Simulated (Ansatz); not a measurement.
**Ligand exchange: C2H9ClSi2 + C3H10Sn → CH7ClSi2 + C4H12Sn**

Species: C2H9ClSi2 `C[SiH](C)[SiH2]Cl`, singlet; C3H10Sn `C[CH](C)[SnH3]`, singlet; CH7ClSi2 `C[SiH2][SiH2]Cl`, singlet; C4H12Sn `C[C](C)(C)[SnH3]`, singlet. The partners trade CH3 for H: Si–CH3 and C–H bonds give way to Si–H and C–CH3.

Shapes, held fixed at every level: PBE0-D4/def2-TZVP. Flexible molecules stand in one conformer, not always the lowest. Programs: Ansatz 0.2.0. Electronic energies: no zero-point or thermal term.

| level | kind | ΔE (kJ/mol) |
| --- | --- | --- |
| HF/def2-TZVPP | Hartree–Fock | +44.4 |
| PBE-D4/def2-TZVPP | GGA | +43.2 |
| r2SCAN-D4/def2-TZVPP | meta-GGA | +43.8 |
| PBE0-D4/def2-TZVPP | global hybrid | +43.6 |
| wB97M-V/def2-TZVPP | range-separated hybrid | +42.7 |
| wB97X-V/def2-TZVPP | range-separated hybrid | +40.8 |
| B2PLYP/def2-TZVPP | double hybrid | +42.5 |
| MP2/def2-TZVPP | perturbation theory | +36.3 |

MP2/def2-TZVPP gives ΔE = +36.3 kJ/mol; the levels span +36.3 to +44.4. The median of the levels is +42.9. No measured value is set beside it here. For atoms past krypton def2 sets carry core potentials with scalar relativity. Outer-core shells of Sn are correlated, in sets that cover them unevenly. MP2/def2-TZVPP lies outside the range of all other levels here, so it shouldn't be taken on trust.
